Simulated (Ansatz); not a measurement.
A ladder of methods for GeSiH3ClO (SMILES [SiH3][O][Ge][Cl])

The species is GeSiH3ClO (7 atoms), meant as a singlet with charge 0. SMILES: `[SiH3][O][Ge][Cl]`. Geometry: optimised at PBE0/def2-SVP. This is one conformer, not always the lowest.

```xyz
7

Si    0.1834    0.6730   -0.6157
O     0.4346   -0.9750   -0.4064
Ge    0.0793   -2.2394    0.7815
Cl   -0.9940   -0.9996    2.2819
H     0.7985    1.0507   -1.9196
H    -1.2764    0.9782   -0.6494
H     0.8360    1.4441    0.4820
```

Each level gives the dissociation energy of the Cl4–Ge3 bond into doublet Cl and doublet GeSiH3O (shapes relaxed at PBE0/def2-SVP, no zero-point term) (eV). The values are calculated.

```tsv
level	kind	program	value (eV)	less CCSD(T)/def2-SVP	CPU time (all runs)
HF/def2-SVP	Hartree–Fock	Ansatz	3.09	-0.91	5.1 s
PBE/def2-SVP	GGA	Ansatz	4.50	+0.50	8.4 s
B3LYP/def2-SVP	global hybrid	Ansatz	4.22	+0.22	11 s
wB97M-V/def2-SVP	range-separated hybrid	Ansatz	4.45	+0.45	46 s
MP2/def2-SVP	perturbation theory	Ansatz	4.15	+0.15	5.9 s
CCSD(T)/def2-SVP	coupled cluster or CI	Ansatz	4.00	0.00	22 s
```

Differences are taken from CCSD(T)/def2-SVP for orientation; it has basis-set and higher-order errors of its own. All-electron rows without a relativistic Hamiltonian named are non-relativistic. The values span 3.09 to 4.50 eV. Hartree–Fock misses the correlation of the electron pair that is broken and comes out low. Measured bond enthalpies also hold zero-point and thermal terms, a few tenths of an eV less. In the correlated wave-function rows the outer d shell of Ge is correlated, in sets not made for it. Times are those of the runs behind each value, whatever else they computed, on shared processors of several kinds: orders of magnitude only.
